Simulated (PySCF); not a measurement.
B3LYP has the VWN-RPA correlation part, as in Gaussian. Delta-SCF ions had no search for a lower state. Excitations are Tamm–Dancoff values on a coarser integration grid. The basis has no diffuse functions, so Rydberg states are missing or too high.

Z-matrix (Å, degrees):
```
C
C 1 1.3932
H 2 1.0904 1 123.56
C 2 1.4103 3 123.74 1 179.99
F 4 1.3333 2 122.99 3 -0.01
C 4 1.3816 5 122.99 2 179.99
H 6 1.0888 4 126.55 5 0.05
B 1 1.5207 2 129.12 3 -0.06
H 8 1.2059 1 120.66 2 -179.91
H 8 1.2061 9 120.23 1 -179.99
S 6 1.7131 7 122.70 4 -179.99
```
Charge 0, spin multiplicity 1.

**Question.** Predict the HOMO–LUMO gap, S1 excitation (TDA), vertical ionisation energy (Delta-SCF), S1 oscillator strength and HOMO from B3LYP-D3(BJ)/def2-TZVP // B3LYP-D3(BJ)/def2-SVP run with PySCF 2.14.0.

**Answer.** 
The HOMO–LUMO gap is 4.64 eV and the S1 excitation (TDA) is 4.43 eV. The vertical ionisation energy (Delta-SCF) is 9.28 eV and the S1 oscillator strength is 0.124. The HOMO comes out as -7.16 eV.
